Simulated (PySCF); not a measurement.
A structure optimised at TPSSh-D3(BJ)/def2-TZVP, used in a PySCF frequency run:

```
N
B 1 1.3150
H 1 1.0221 2 123.44
H 1 1.0221 3 113.11 2 180.00
H 2 1.1702 4 155.58 1 180.00
```
Charge +1, spin multiplicity 1.

Question: Write its SMILES, formula and point group.

Answer: B=[NH2+], BH₃N, C2v

Question: What are its rotational constants (standard atomic weights)?

Answer: 344.61, 30.021, 27.615 GHz
